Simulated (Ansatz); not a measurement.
Species: H2Te, charge 1, doublet. H2Te+ (parent SMILES [TeH2], doublet).
B3LYP-D3(BJ)/def2-TZVP minimum from Ansatz (a quantum-chemistry and plane-wave program):
```
Te
H 1 1.6710
H 1 1.6710 2 90.45
```
Charge +1, spin multiplicity 2.

Total energies in def2-TZVPP, 7 correlated electrons, 9 frozen orbitals. Radicals and triplets start from unrestricted determinants; spin-orbit coupling is neglected. Correlated methods leave the cores frozen (noble-gas shells, and filled d and f shells in the p block). Past Kr the def2 sets carry scalar-relativistic core potentials. Spin-orbit terms, left out, reach several kcal/mol for Br and I, and more for heavier atoms. The spin of H2Te+ (parent SMILES [TeH2], doublet) was assumed, and the state is the lowest solution found for it.

| method | program | energy (Eh) | minus CCSDT(Q) (mEh) |
|---|---|---|---|
| HF | Ansatz | -267.85810 | 146.82 |
| MP2 | Ansatz | -267.97534 | 29.58 |
| CCSD | Ansatz | -267.99986 | 5.05 |
| CCSD(T) | Ansatz | -268.00405 | 0.86 |
| CCSDT(Q) | Ansatz | -268.00492 | 0.00 |

Rough core times of Ansatz's runs on a shared machine: CCSD(T) under 20 s, CCSDT(Q) 2 min.
